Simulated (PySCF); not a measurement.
Isomers of C9H13N, from PySCF 2.14.0, PBE0-D3(BJ)/def2-SVP geometry optimisation, gas phase. One conformer each, no zero-point energy, no frequencies.

Question: Which is lowest in electronic energy at this level?
A. `CC(C)(C)C1=CC=CN=C1` (3-tert-butylpyridine): A = 2596, B = 964.0, C = 831.4 MHz, dipole 2.41 D
B. `[H]/[N:10]=[C:8](\[CH2:7][C:2](=[CH2:1])[CH2:3][C:4]#[C:5][CH3:6])[CH3:9]` with C1–C2–C3–C4 129°, C1–C2–C7–C8 119°, C2–C7–C8–C9 -78°: A = 1817, B = 819.0, C = 630.1 MHz, dipole 1.98 D
C. `[N:1]#[C:2][C@@H:3]1[CH2:4][C@@H:5]2[CH2:6][CH2:7][CH2:8][CH2:9][C@H:10]12` with C2–C3–C4–C5 -145°, C3–C4–C5–C6 145°, C4–C5–C6–C7 -71°, C5–C6–C7–C8 -50°: A = 2503, B = 1008, C = 836.5 MHz, dipole 4.23 D

Answer: A. That is 3-tert-butylpyridine, `CC(C)(C)c1cccnc1`, 16.5 kcal/mol below the next.

```json
{"SMILES": "CC(C)(C)c1cccnc1", "mapped SMILES": "[CH3:1][C:2]([CH3:3])([CH3:4])[c:5]1[cH:6][cH:7][cH:8][n:9][cH:10]1", "E (Eh)": "-404.78412", "relative (kcal/mol)": "0.0", "relative (kJ/mol)": "0.0", "dipole (D)": "2.41"}
{"SMILES": "N#C[C@@H]1C[C@@H]2CCCC[C@@H]21", "mapped SMILES": "[N:1]#[C:2][C@@H:3]1[CH2:4][C@@H:5]2[CH2:6][CH2:7][CH2:8][CH2:9][C@H:10]12", "E (Eh)": "-404.75786", "relative (kcal/mol)": "16.5", "relative (kJ/mol)": "69.0", "dipole (D)": "4.23"}
{"SMILES": "[H]/N=C(/C)CC(=C)CC#CC", "mapped SMILES": "[H]/[N:10]=[C:8](\\[CH2:7][C:2](=[CH2:1])[CH2:3][C:4]#[C:5][CH3:6])[CH3:9]", "E (Eh)": "-404.67923", "relative (kcal/mol)": "65.8", "relative (kJ/mol)": "275.4", "dipole (D)": "1.98"}
```

As drawn, the lowest has an aromatic ring and a quaternary carbon, which the highest lacks; the highest has a C≡C bond, a C=N bond and an N–H bond, which the lowest lacks.
